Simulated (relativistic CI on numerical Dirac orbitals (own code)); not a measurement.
**Tb61+: computed level list**

Calculated at this level of theory: Dirac-Coulomb-Breit CI, separate exchange-only KLI orbitals for each configuration, QED by a radiative potential, unscaled Slater integrals (own radial code, finite nucleus).

CI space (outside the closed core 1s2): 2s², 2s2p, 2p², 2p3s, 2p3p, 2s3s, 2s3p, 2s3d, 2s4s, 2s4p, 2s4d, 2s4f, 3s², 3s3p, 3p². Levels of other configurations are missing.

| No. | Configuration | Term | J | E (eV) | % | Lifetime (s) | jj configuration (%) |
| --- | --- | --- | --- | --- | --- | --- | --- |
| 1 | 2s² | ¹S | 0 | 0.0 | 98 |  | closed (98) |
| 2 | 2s2p | ³P° | 0 | 138.4 | 100 |  | 2s 2p1/2 (100) |
| 3 | 2s2p | ³P° | 1 | 168.0 | 72 | 2.70e-10 | 2s 2p1/2 (100) |
| 4 | 2p² | ³P | 0 | 395.9 | 68 | 1.71e-11 | 2p1/2^2 (98) |
| 5 | 2s2p | ³P° | 2 | 964.3 | 100 | 4.01e-10 | 2s 2p3/2 (100) |
| 6 | 2s2p | ¹P° | 1 | 1042.7 | 72 | 2.97e-13 | 2s 2p3/2 (100) |
| 7 | 2p² | ³P | 1 | 1184.8 | 100 | 3.90e-13 | 2p1/2 2p3/2 (100) |
| 8 | 2p² | ¹D | 2 | 1202.4 | 65 | 4.39e-13 | 2p1/2 2p3/2 (100) |
| 9 | 2p² | ³P | 2 | 2021.5 | 65 | 2.12e-13 | 2p3/2^2 (100) |
| 10 | 2p² | ¹S | 0 | 2080.8 | 69 | 1.79e-13 | 2p3/2^2 (100) |
| 11 | 2s3s | ³S | 1 | 8169.8 | 100 | 5.46e-15 | 2s 3s (100) |
| 12 | 2s3s | ¹S | 0 | 8197.9 | 99 | 7.88e-15 | 2s 3s (99) |
| 13 | 2s3p | ³P° | 0 | 8236.2 | 100 | 6.03e-13 | 2s 3p1/2 (100) |
| 14 | 2s3p | ³P° | 1 | 8237.0 | 67 | 3.80e-15 | 2s 3p1/2 (99) |
| 15 | 2p3s | ³P° | 0 | 8343.9 | 100 | 8.28e-15 | 2p1/2 3s (100) |
| 16 | 2p3s | ³P° | 1 | 8344.4 | 65 | 6.76e-15 | 2p1/2 3s (97) |
| 17 | 2p3p | ³D | 1 | 8383.8 | 73 | 1.93e-15 | 2p1/2 3p1/2 (99) |
| 18 | 2p3p | ³P | 0 | 8429.2 | 68 | 2.34e-15 | 2p1/2 3p1/2 (99) |
| 19 | 2s3p | ³P° | 2 | 8479.7 | 100 | 5.16e-13 | 2s 3p3/2 (100) |
| 20 | 2s3p | ¹P° | 1 | 8487.7 | 67 | 2.39e-15 | 2s 3p3/2 (98) |
| 21 | 2s3d | ³D | 1 | 8510.1 | 99 | 1.04e-15 | 2s 3d3/2 (99) |
| 22 | 2s3d | ³D | 2 | 8514.4 | 73 | 8.95e-16 | 2s 3d3/2 (98) |
| 23 | 2s3d | ³D | 3 | 8577.3 | 100 | 9.94e-16 | 2s 3d5/2 (100) |
| 24 | 2s3d | ¹D | 2 | 8591.2 | 71 | 1.08e-15 | 2s 3d5/2 (94) |
| 25 | 2p3p | ³P | 1 | 8646.2 | 48 | 3.42e-15 | 2p1/2 3p3/2 (100) |
| 26 | 2p3p | ³D | 2 | 8649.4 | 51 | 3.07e-15 | 2p1/2 3p3/2 (96) |
| 27 | 2p3s | ³P° | 2 | 9181.0 | 100 | 9.49e-15 | 2p3/2 3s (100) |
| 28 | 2p3s | ¹P° | 1 | 9190.1 | 67 | 5.38e-15 | 2p3/2 3s (100) |
| 29 | 2p3p | ³P | 1 | 9239.6 | 52 | 2.51e-15 | 2p3/2 3p1/2 (100) |
| 30 | 2p3p | ³D | 2 | 9241.5 | 47 | 2.47e-15 | 2p3/2 3p1/2 (100) |
| 31 | 2p3p | ³D | 3 | 9469.1 | 100 | 3.40e-15 | 2p3/2 3p3/2 (100) |
| 32 | 2p3p | ¹P | 1 | 9469.9 | 54 | 3.26e-15 | 2p3/2 3p3/2 (100) |
| 33 | 2p3p | ³P | 2 | 9496.8 | 65 | 3.09e-15 | 2p3/2 3p3/2 (100) |
| 34 | 2p3p | ¹S | 0 | 9521.2 | 68 | 3.08e-15 | 2p3/2 3p3/2 (100) |
| 35 | 2s4s | ³S | 1 | 10973.1 | 100 | 9.16e-15 | 2s 4s (100) |
| 36 | 2s4s | ¹S | 0 | 10983.3 | 100 | 9.13e-15 | 2s 4s (100) |
| 37 | 2s4p | ³P° | 0 | 10998.9 | 100 | 1.62e-14 | 2s 4p1/2 (100) |
| 38 | 2s4p | ³P° | 1 | 10999.5 | 68 | 5.75e-15 | 2s 4p1/2 (100) |
| 39 | 2s4p | ³P° | 2 | 11100.7 | 100 | 2.24e-14 | 2s 4p3/2 (100) |
| 40 | 2s4p | ¹P° | 1 | 11102.8 | 68 | 4.10e-15 | 2s 4p3/2 (100) |
| 41 | 2s4d | ³D | 1 | 11112.7 | 100 | 2.14e-15 | 2s 4d3/2 (100) |
| 42 | 2s4d | ³D | 2 | 11114.7 | 71 | 2.14e-15 | 2s 4d3/2 (99) |
| 43 | 2s4d | ³D | 3 | 11141.8 | 100 | 2.34e-15 | 2s 4d5/2 (100) |
| 44 | 2s4d | ¹D | 2 | 11147.0 | 71 | 2.33e-15 | 2s 4d5/2 (99) |
| 45 | 2s4f | ³F° | 2 | 11149.7 | 100 | 4.66e-15 | 2s 4f5/2 (100) |
| 46 | 2s4f | ³F° | 3 | 11149.7 | 62 | 4.68e-15 | 2s 4f5/2 (100) |
| 47 | 2s4f | ³F° | 4 | 11163.4 | 100 | 4.78e-15 | 2s 4f7/2 (100) |
| 48 | 2s4f | ¹F° | 3 | 11164.6 | 62 | 4.81e-15 | 2s 4f7/2 (100) |

Energies count from the lowest computed level; ° marks odd parity; lifetimes are radiative, by E1, M1, E2, M2 decay to levels of this space only; some are left blank where a channel outside the calculation adds to the decay or the decay crosses a small, uncertain gap. Filled j subshells are mostly left out of the jj labels.

The mean weight of the leading LS term, summed over parents, in these 48 levels is 80 %, and that of the leading jj configuration (from the same eigenvectors) 99 %, so jj coupling describes them better and the LS labels are nominal.

At this charge energies of transitions that change n are usually good to better than 1 %, and those within a shell (Δn = 0) to a few per cent.

LS names give the leading component of a level, which can be under half, so a name can repeat, a term be missing and a line seem to break the LS rules.
